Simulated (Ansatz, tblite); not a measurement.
Isomers of Be₇O₇ (singlet), found by a short tight-binding search and relaxed with PBE0-D4/def2-SVP in Ansatz.

The xTB rows come from tblite. Correlated methods freeze 7 core orbitals.

Other spin states weren't relaxed.

A:

```
atom   x (Å)   y (Å)   z (Å)
 Be1   0.794   1.923   2.267
 Be2  -1.997  -1.391  -1.884
 Be3   2.806   0.585   1.127
 Be4  -1.815   1.816   1.699
 Be5   0.566  -2.079  -2.197
 Be6   2.704  -1.198  -0.860
 Be7  -3.058   0.344  -0.151
  O8  -0.845  -2.049  -2.407
  O9   2.124   1.480   2.003
 O10  -2.983  -0.617  -1.203
 O11   1.929  -1.935  -1.804
 O12  -0.602   2.205   2.342
 O13  -2.876   1.276   0.913
 O14   3.253  -0.361   0.156
```

B:

```xyz
14

Be    1.2501    1.8820    0.5895
Be   -0.9222    1.5400    0.0263
Be    0.3464   -0.2673    1.4331
Be   -0.0626    0.1915   -1.8069
Be   -0.3727   -2.2961    0.2028
Be    1.6442   -0.6257   -0.1409
Be   -1.7157   -0.5028   -0.1627
O    -1.6602   -1.9966   -0.3323
O    -1.0478    0.3059    1.0922
O    -1.3764    0.6516   -1.2633
O     0.1303    2.6129    0.0944
O     1.2505   -0.3411   -1.5636
O     0.8365   -1.6884    0.8128
O     1.6997    0.5339    1.0185
```

Question: Estimate which lies lowest at each level, and how far above it the others are (kJ/mol).

Answer: 
| level | A | B |
| --- | --- | --- |
| GFN1-xTB | 0.0 | 177.8 |
| GFN2-xTB | 0.0 | 82.5 |
| HF/def2-SVP | 0.0 | 172.4 |
| PBE-D4/def2-TZVP | 17.7 | 0.0 |
| r2SCAN-D4/def2-TZVP | 23.4 | 0.0 |
| r2SCANh-D4/def2-TZVP | 21.7 | 0.0 |
| PBE0-D4/def2-TZVP | 19.0 | 0.0 |
| CAM-B3LYP-D4/def2-TZVP | 0.0 | 26.9 |
| MP2/def2-SVP | 0.0 | 93.4 |
| CCSD/def2-SVP | 0.0 | 99.5 |
| CCSD(T)/def2-SVP | 0.0 | 84.2 |
Point groups (tolerance 0.1 Å): A D7h, B Cs. Lower isomers may exist.
